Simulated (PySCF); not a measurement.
HfCl₄, SMILES [Cl][Hf]([Cl])([Cl])[Cl], multiplicity 1.

The structure is a stationary point at B3LYP-D3(BJ)/def2-SVP. The spin state was assumed, not searched. The isomer is the one that the SMILES or the coordinates give; other isomers of the formula were not compared. The def2 effective core potentials stand for the cores of Hf; spin–orbit coupling is left out.

Computed with PBE0/def2-TZVP (PySCF).

Symmetry labels are those of the subgroup D2 that the program uses (full group Td).

Q: List the valence orbital energies around the gap with their symmetry. (An estimate is asked for; the answer gives what the named calculation found.)

A: 
```tsv
orbital	symmetry	energy (eV)
HOMO−7	A	-10.72
HOMO−6	A	-10.72
HOMO−5	B1	-10.29
HOMO−4	B2	-10.29
HOMO−3	B3	-10.29
HOMO−2	B1	-9.72
HOMO−1	B2	-9.72
HOMO	B3	-9.72
LUMO	A	-2.28
LUMO+1	A	-2.28
LUMO+2	B1	-1.56
LUMO+3	B2	-1.56
```
